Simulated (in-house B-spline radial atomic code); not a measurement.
## RPA and G0W0 on r2SCAN: Sb5+

Configuration [Kr] 4d10, mean-field start r2SCAN. Computed with a B-spline radial code for spherical atoms: all electrons, scalar-relativistic (spin-free one-electron X2C), finite nucleus, each spin shell either full or empty, empty states to l = 9 with an (l + 1/2)⁻⁴ tail; G0W0 by contour deformation at full frequency.

Command:
```bash
python run_gw.py task.json out
```
Settings (radii: box in bohr, nucleus in fm):
```
Z                        51
electrons                46
configuration            [Kr] 4d10
hamiltonian              x2c
method                   r2scan
lmax                     9
rms_radius               4.6802
spin_polarised           False
box_radius               10.43
intervals                67
```

Time taken, with all properties: 3.7 s on 1 thread of Arm Neoverse N1 (shared host).

Energies (hartree):

```csv
term,value
mean-field total,-6475.34578
Hartree-Fock functional on these orbitals,-6472.74274
direct second order,-4.0559
second-order exchange,1.1237
SOSEX correction,1.0571
```

Problem. What is the RPA correlation energy, and what remains with SOSEX?

Solution. RPA gives -3.6205 hartree (-2.14 eV per electron); RPA + SOSEX gives -2.5634, and the second-order doubles -2.9322 hartree (no singles). SOSEX takes back 29 % of the RPA value.

Quasi-particle levels (eV):

```csv
level,occupied,mean field,Σx - vxc,Σc,QP weight,G0W0
4d,yes,-90.31,-9.85,?,?,?
5s,no,-59.69,6.73,-2.16,0.980,-55.12
```

G0W0 = mean field + (Σx - vxc) + Σc, with Σc (partial-wave tail included) taken at the quasi-particle energy. Only the outer levels were computed. Levels of low weight are left out.

Problem. Where does G0W0 put 4d?

Solution. At -99.99 eV, with Σc = 0.17 eV and a quasi-particle weight of 0.957. The tabulated removal energy is 99.51 ± 0.05 eV (NIST, measured); the calculation leaves out spin-orbit coupling, Breit and QED terms, and what these don't explain is the method's own error.
